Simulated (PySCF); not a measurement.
Se(Cl)2 cation (Cl2Se), SMILES [Se](Cl)Cl (connectivity only; charge and spin as stated), charge +1, multiplicity 2. Atoms are numbered in the order given.

```xyz
3

Se     0.0000     0.0000     0.6365
Cl     0.0000     1.6490    -0.6365
Cl     0.0000    -1.6490    -0.6365
```
Charge +1, spin multiplicity 2.

The structure is a stationary point at TPSSh-D3(BJ)/def2-TZVP. The spin state was assumed, not searched. The isomer is the one that the SMILES or the coordinates give; other isomers of the formula were not compared.

Calculation: B3LYP/def2-TZVPD run with PySCF.

Mulliken values depend strongly on the basis, most of all with diffuse functions as here. Atomic charges (e):

```tsv
atom	Mulliken	meta-Löwdin	Mulliken spin
Se1	0.80	___	0.69
Cl2	0.10	___	0.15
Cl3	0.10	___	0.15
```

What belongs in the gaps? (Estimate from the structure and the level; the computed values follow.)


- Se1, meta-Löwdin: 0.86
- Cl2, meta-Löwdin: 0.07
- Cl3, meta-Löwdin: 0.07
